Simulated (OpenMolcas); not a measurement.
## O³⁺: effect of the IPEA shift

```yaml
Program: OpenMolcas
Basis: ANO-R2 [4s4p2d1f]
Scalar_Hamiltonian: X2C, finite nucleus
Active_space: 3 electrons in 9 orbitals (RAS2 2s 2p; RAS3 3d, at most 2 electrons)
State_averaging: 2S+1 = 4 odd, 1 root; 2S+1 = 2 odd, 11 roots; 2S+1 = 4 even, 3 roots; 2S+1 = 2 even, 9 roots
Spin-orbit_coupling: RASSI with atomic mean-field integrals over the reference wave functions, term energies averaged over their components
```

Methods on the same reference wave functions:
A. RASSCF
B. MS-RASPT2, IPEA 0.25 Eh, imaginary shift 0.1 Eh (closed shells correlated: 1s)
C. MS-RASPT2, IPEA 0.5 Eh, imaginary shift 0.1 Eh (closed shells correlated: 1s)

Energies in cm-1 above 2s2 2p 2P* 1/2, the measured ground level; measured values from Moore, Selected Tables of Atomic Spectra, NSRDS-NBS 3, section 10.

| Level | A | B | C | Measured |
| --- | --- | --- | --- | --- |
| 2s2 2p 2P* 1/2 | 0.0 | 0.0 | 0.0 | 0.0 |
| 2s2 2p 2P* 3/2 | 349 | 349 | 349 | 386 |
| 2s 2p2 4P 1/2 | 69462 | 70820 | 70810 | 71440 |
| 2s 2p2 4P 3/2 | 69587 | 70940 | 70940 | 71570 |
| 2s 2p2 4P 5/2 | 69793 | 71150 | 71150 | 71756 |
| 2s 2p2 2D 3/2 | 129274 | 127570 | 127590 | 126950 |
| 2s 2p2 2D 5/2 | 129276 | 127570 | 127590 | 126936 |
| 2s 2p2 2S 1/2 | 170417 | 165640 | 165760 | 164366 |
| 2s 2p2 2P 1/2 | 184320 | 181820 | 181850 | 180481 |
| 2s 2p2 2P 3/2 | 184564 | 182060 | 182090 | 180724 |
| 2p3 4S* 3/2 | 231673 | 231230 | 231250 | 231538 |
| 2p3 2D* 3/2 | 257996 | 255750 | 255780 | 255185 |
| 2p3 2D* 5/2 | 258000 | 255760 | 255790 | 255156 |
| 2p3 2P* 1/2 | 295626 | 290640 | 290690 | 289015 |
| 2p3 2P* 3/2 | 295641 | 290660 | 290710 | 289024 |

Deviations, from unrounded energies. A percentage is the sum of absolute deviations over the sum of measured energies, with the sign that they share, or ± where signs differ.

```csv
Against measurement,Levels,A,B,C
mean absolute deviation (cm-1),14,3100,850,870
fine structure of the ground term (%),1,-9.7,-9.5,-9.5
other configurations (%),13,±1.9,±0.5,±0.5
```

B, C lie about equally close to measurement and A furthest from it. The largest miss of B in the table is 2p3 2P* 3/2, by +1600 cm-1. The ranking rests on the paired levels alone, and a cruder setting can come out closer through cancelling errors.

Between B and C the level of the table that moves most is 2s 2p2 2S 1/2, by 120 cm-1 (lowest in B, highest in C). Moves below CASPT2's spread within the term are not significant.

The lowest spin-free term lies below A's lowest term by 0.022 hartree in B, 0.022 hartree in C.

Term energies are means over components that CASPT2 splits; among the terms shown or strongly mixed into the levels shown the widest spread is 16 cm-1 (2p3 2D*, C). Active for correlation alone: 3d; no level in the range computed is led by a configuration that fills it, so any true level of that kind is missing. Measured partners are found by configuration, term and J. A level has none where our copy of the source lacks it or the pairing is in doubt (some pairs that miss far off the trend of their configuration count as doubtful), and it then counts in no deviation. Only configurations of the active space appear.

* marks odd parity.
